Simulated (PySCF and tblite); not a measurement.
Results of a calculation; reference values are marked as such.
C8H14O, numbered as in [CH3:1][O:2][C@@H:3]1[CH2:4][CH2:5][C:6]2([CH2:7][CH2:8]2)[CH2:9]1.

Conformers came from 90 starts (ETKDG, MMFF94s, GFN2-xTB); geometries are GFN2-xTB. Free energies are PBE0-D3(BJ)/pcSseg-1 single points with GFN2-xTB rigid-rotor and vibrational terms (modes under about 100 cm⁻¹ blended into free rotors). Symmetry numbers and mirror images are counted. Conformers within 3 kcal/mol (GFN2-xTB free energy) were kept, 10 at most. (PySCF 2.14, tblite 0.8.)

Torsions listed: C1–O2–C3–C4. The 5-ring runs over atoms 3–4–5–6–9.

```csv
conformer,shape,symmetry,E(GFN2) kcal/mol
1,"5-ring between envelope and twist (ring torsions -40, 34, -15, -10, 30°); -80°",C1,0.51
2,"5-ring between envelope and twist (ring torsions 33, -15, -10, 30, -39°); -172°",C1,0.03
3,"5-ring envelope (ring torsions -36, 38, -25, 3, 21°); -167°",C1,0.47
4,"5-ring between envelope and twist (ring torsions 33, -15, -10, 30, -39°); -73°",C1,0.00
```

(1) Which of these conformers is the most populated at 298.15 K, and with what share?

(2) Give the DFT energies and free energies relative to the lowest, and all weights.

(3) How does its share change from 250 K to 373.15 K?

Results:

(1) Conformer 1, about 43 %. The lead over the next is within the error of the method.

(2) 
```
conformer                                                                            shape  E(DFT) kcal/mol  G(298.15 K) kcal/mol  weight %
        1   5-ring between envelope and twist (ring torsions -40, 34, -15, -10, 30°); -80°             0.00                  0.00      43.1
        2  5-ring between envelope and twist (ring torsions 33, -15, -10, 30, -39°); -172°             0.60                  0.71      13.1
        3                      5-ring envelope (ring torsions -36, 38, -25, 3, 21°); -167°             0.18                  0.20      30.7
        4   5-ring between envelope and twist (ring torsions 33, -15, -10, 30, -39°); -73°             0.64                  0.71      13.1
```

(3) From 47 % to 39 %; the mixing entropy goes from 2.41 to 2.58 cal/(mol K).
